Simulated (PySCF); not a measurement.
Molecule: `O=C1CS[C@@H](C[SiH3])C1`, C5H10OSSi.

Cartesian coordinates in Å; atom numbers follow the order of the lines, from 1:
```xyz
18

O    -2.334    1.530   -1.791
C    -1.857    0.866   -0.912
C    -2.624    0.468    0.331
S    -1.575   -0.616    1.330
C    -0.032    0.021    0.533
C     1.089   -0.990    0.656
Si    2.739   -0.396   -0.094
C    -0.446    0.327   -0.895
H    -2.886    1.364    0.899
H    -3.546   -0.052    0.069
H     0.228    0.944    1.061
H     1.235   -1.215    1.714
H     0.775   -1.924    0.185
H     3.776   -1.351    0.288
H     3.045    0.936    0.429
H     2.627   -0.334   -1.553
H    -0.455   -0.599   -1.481
H     0.232    1.028   -1.384
```

Frames of a GFN2-xTB Langevin trajectory at 300 K; GIAO PBE0/pcSseg-1 shieldings in PySCF 2.14.0 with density-fitted response routines, gas phase, non-relativistic; equivalent atoms averaged within each frame.

δ = σ(ref) − σ, references computed at the same level: H2O for ¹⁷O (σ = 336.08 ppm); TMS for ¹³C (σ = 186.93 ppm) and ²⁹Si (σ = 349.16 ppm) and ¹H (σ = 31.72 ppm); ³³S (σ = 503.73 ppm) against CS2. The references are static minima.

How do the shifts (ppm) fluctuate along the trajectory?

## Answers


```
         time (fs)     O1     C2    C8    C3    C5    C6   S4    Si7   H10  H14/H15/H16
               250  641.3  208.2  66.5  43.3  42.5  22.0   20  -70.8  3.97         3.92
               425  708.1  227.7  58.3  50.3  50.5  11.9  161  -79.0  4.85         3.70
               625  625.8  208.3  45.3  47.5  52.8  26.7   65  -77.8  4.28         3.85
               800  739.6  233.1  43.8  45.3  46.5   8.4   19  -79.5  4.19         3.49
              1000  628.2  212.6  47.6  48.0  57.0  19.4   67  -69.5  4.36         4.09
    mean of frames  668.6  218.0  52.3  46.9  49.9  17.7   66  -75.3  4.33         3.81
standard deviation   52.0   11.6   9.8   2.7   5.6   7.4   58    4.8  0.32         0.23
```

5 frames give an uncertainty of the mean of about the standard deviation over 2.2 at best, since frames this close in time may not be independent; classical motion lacks zero-point vibration, and the reference would need the same averaging.
